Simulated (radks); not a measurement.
Values are calculated unless marked as measured or tabulated.
The mean radii <r> (bohr) of the occupied orbitals of an atom or ion are listed with their occupations. Code: a radial shooting solver on a logarithmic mesh with Libxc functionals. Model: Dirac Kohn-Sham, LDA (Slater exchange, Perdew-Wang correlation), spin-unpolarised, spherical densities, finite nucleus; Fermi nuclear charge, rms radius of each element as measured or else 0.836 A^(1/3) + 0.57 fm.

| orbital | occ. | <r> |
|---|---|---|
| 1s1/2 | 2 | 0.05038 |
| 2s1/2 | 2 | 0.2241 |
| 2p1/2 | 2 | 0.1939 |
| 2p3/2 | 4 | 0.1972 |
| 3s1/2 | 2 | 0.5780 |
| 3p1/2 | 2 | 0.5657 |
| 5p1/2 | 1 | 1.920 |

Name the element and its charge. Open shells, if any, fill j = l - 1/2 first.

Answer. Z = 30, zinc, charge +15: Zn15+ in [Ne] 3s2 3p2 5p1. The 1s radius gives Z: for a bare nucleus <r> = (2 gamma + 1)/(2Z) with gamma = sqrt(1 - (Z/c)^2), 0.04919 bohr for Z = 30, and screening makes it slightly larger (0.05038 here). The occupations add up to 15, and the charge is Z minus that.
